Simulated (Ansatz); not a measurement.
The cluster Si₃W₃⁻. Charge -1, multiplicity 2. Geometry PBE-D4/def2-SVPD; atoms count from 1.

Cartesian coordinates in Å:
```
W -0.841 0.946 -0.747
W 0.118 -1.863 0.658
W 0.263 0.385 1.268
Si 1.355 1.959 -0.523
Si -2.069 -0.919 0.445
Si 1.174 -0.508 -1.101
```

In the def2 sets W takes a core potential; there is no spin–orbit coupling. The charge -1 doublet is spin-contaminated (final ⟨S²⟩ up to 0.89, 0.75 for a pure state). The structure comes from a short search, and lower isomers may exist.

(1) Estimate the Mulliken populations from the PBE0/def2-TZVPD orbitals of Ansatz.

(2) Where does the spin sit?

(3) And the Mayer bond orders between heavy atoms (over 0.3)?

Answers

(1) 
| atom | charge (e) | spin (α − β) | d electrons |
| --- | --- | --- | --- |
| W1 | 0.11 | 1.05 | 4.61 |
| W2 | -0.02 | 0.88 | 4.70 |
| W3 | 0.18 | -0.50 | 4.49 |
| Si4 | -0.47 | -0.09 | – |
| Si5 | -0.56 | -0.11 | – |
| Si6 | -0.25 | -0.23 | – |
Mulliken values depend strongly on the basis. With diffuse functions, as here, like atoms can get unlike values, and bond orders can come out too low or too high.

(2) Summed by element: W 1.43, Si -0.43, of 1 unpaired in all. Largest on single atoms: W1 1.05, W2 0.88, W3 -0.50.

(3) W1–W2 0.59 (3.28 Å); W1–W3 2.12 (2.37 Å); W1–Si4 1.21 (2.43 Å); W1–Si5 0.91 (2.53 Å); W1–Si6 1.01 (2.51 Å); W2–W3 2.43 (2.33 Å); W2–Si5 1.46 (2.39 Å); W2–Si6 1.13 (2.46 Å); W3–Si4 0.74 (2.62 Å); W3–Si5 0.52 (2.80 Å); W3–Si6 0.53 (2.69 Å); Si4–Si6 0.55 (2.54 Å).
